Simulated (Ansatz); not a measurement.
Si4Ni⁺. Total charge 1; doublet. Geometry PBE-D4/def2-SVP, basis def2-TZVP, Ansatz.

```xyz
5

Ni   -0.465   -1.135    1.140
Si   -2.190   -0.786   -0.165
Si   -0.379    0.453   -0.737
Si    1.665    1.514   -0.993
Si    1.370   -0.046    0.755
```

```tsv
run	HOMO (eV)	LUMO (eV)
A	-12.94	-6.52
B	-10.11	-9.50
C	-11.05	-8.44
D	-10.37	-9.38
E	-10.73	-8.87
F	-9.87	-9.31
```

Another isomer (doublet) lies 0.53 eV lower at PBE0-D4/def2-TZVP; other spin states weren't run for this one.

HOMO and LUMO are taken over both spins.

Q: The runs used BLYP, PBE, PBE0, r2SCAN, r2SCANh, ωB97X-V. Estimate which is which.

A: A ωB97X-V (range-separated); B PBE (0 % exact exchange); C PBE0 (25 % exact exchange); D r2SCAN (0 % exact exchange); E r2SCANh (10 % exact exchange); F BLYP (0 % exact exchange). Exact exchange lowers occupied and raises empty levels; among semilocal functionals meta-GGAs tend to open the gap a little, and such runs are hard to tell apart. The gap grows from 0.56 eV (BLYP) to 6.42 eV (ωB97X-V).
